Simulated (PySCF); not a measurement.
Here is a job for PySCF.
```python
from pyscf import gto, scf, dft

mol = gto.M(
    atom='''
Cl   -1.19164925   -1.22169610   -1.09532000
Si    0.00000000    0.00000000    0.00000000
Cl   -0.80538680    1.86034115    0.05270798
Cl    0.15581167   -0.72287919    1.88824352
Cl    1.84122437    0.08423415   -0.84563150
''',
    basis='pcseg-0',
    charge=1,
    spin=1,
    verbose=3,
)

mf = dft.UKS(mol)
mf.xc = 'pbe0'
mf = mf.density_fit(auxbasis='def2-universal-jkfit')
mf.kernel()
```

Problem. What does this run give for the <S^2>, total energy, number of basis functions, HOMO energy, nuclear repulsion energy?

Solution. 
- <S^2>: 0.753
- total energy: -2126.6847 Eh
- number of basis functions: 65
- HOMO energy: -15.83 eV
- nuclear repulsion energy: 525.5172 Eh

These values belong to the state on which the SCF converged, which isn't shown to be the lowest.

Problem. Roughly what does it cost on one core?

Solution. about 30 core-seconds (a rough figure).
